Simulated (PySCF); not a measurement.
Compound: silaneselenol, H4SeSi.
Numbering: `[SiH3:1][SeH:2]` (hydrogens: H3, H4, H5 on Si1; H6 on Se2)

Method used: EOM-EE-CCSD/aug-cc-pVDZ in PySCF, restricted Hartree–Fock reference, 14 core orbitals frozen, non-relativistic, gas phase, PBE0-D3(BJ)/def2-SVP geometry.

Task: Give the EOM-CCSD singlets and triplets.

Result: 
| state | E (eV) | λ (nm) | main singles (HF orbitals, share of the singles part) |
| --- | --- | --- | --- |
| singlet 1 | 5.39 | 230 | HOMO→LUMO 39 %, HOMO→LUMO+1 16 %, HOMO→LUMO+8 15 % |
| singlet 2 | 5.67 | 219 | HOMO→LUMO+1 44 %, HOMO→LUMO+8 22 %, HOMO→LUMO+10 18 % |
| singlet 3 | 6.91 | 179 | HOMO→LUMO+2 50 %, HOMO→LUMO+5 18 %, HOMO→LUMO+12 13 % |
| singlet 4 | 6.95 | 178 | HOMO→LUMO+12 29 %, HOMO→LUMO 23 %, HOMO→LUMO+4 18 % |
| triplet 1 | 5.04 | 246 | HOMO→LUMO 31 %, HOMO→LUMO+1 17 %, HOMO→LUMO+8 16 % |
| triplet 2 | 5.36 | 231 | HOMO→LUMO+1 36 %, HOMO→LUMO+8 23 %, HOMO→LUMO+10 21 % |

Task: What is the vertical gap between the lowest excited singlet and the lowest triplet?

Result: 5.39 − 5.04 = 0.35 eV (34 kJ/mol).

The first EOM-IP-CCSD ionisation energy is 9.24 eV, 2.29 eV above the highest singlet listed and 3.85 eV above the lowest.

T1 diagnostic 0.009. EOM-CCSD puts states of mainly double-excitation character too high. An iterative search for so few roots can pass over a low state.
